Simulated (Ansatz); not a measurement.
Born–Oppenheimer molecular dynamics of CH$_{7}$NOSi (11 atoms, charge 0, multiplicity 1). It starts from a relaxed structure.

Theory: RKS PBE/def2-SVP in Ansatz.

- ensemble: NVE (velocity Verlet)
- time step: 0.5 fs
- steps asked: 150
- starting velocities drawn for: 1000 K
- masses: H 2.014 u
- seed: 261328

First frame:

```xyz
11
Properties=species:S:1:pos:R:3
Si 0.018 -0.043 -0.097
H 0.398 -0.104 1.363
O 1.445 0.055 -1.006
H 2.183 -0.484 -0.672
N -0.966 1.363 -0.348
H -1.499 1.421 -1.220
H -0.572 2.282 -0.126
C -1.000 -1.545 -0.594
H -1.927 -1.616 0.011
H -1.288 -1.489 -1.665
H -0.426 -2.484 -0.455
```

Question: How far do the bonds stretch over the last three quarters of this one trajectory? (Pairs bonded in most of those frames.)

Answer: 
```
  bond  mean (Å)  spread (Å)  shortest  longest
Si1–H2     1.510       0.006      1.50     1.52
Si1–O3     1.704       0.023      1.66     1.74
Si1–N5     1.734       0.025      1.69     1.77
Si1–C8     1.905       0.080      1.79     2.04
 O3–H4     0.975       0.003      0.96     0.98
 N5–H6     1.023       0.010      1.00     1.04
 N5–H7     1.026       0.020      0.99     1.06
 C8–H9     1.127       0.039      1.06     1.18
C8–H10     1.120       0.033      1.05     1.18
C8–H11     1.124       0.039      1.06     1.19
```

Mean temperature of the second half: 512 K. The conserved energy stayed within 0.15 meV per atom of its start (net change 0.036 meV per atom), so the integration is sound. Over the second half the temperature averaged 0.51 of the 1000 K drawn at the start: a run that starts near a minimum puts about half its kinetic energy into the potential. A run of 0.075 ps of so small a system gives no equilibrium averages.

Time of the run: 3.7 min on 2 threads of Arm Neoverse V1, on a shared host, peak memory 0.12 GiB.
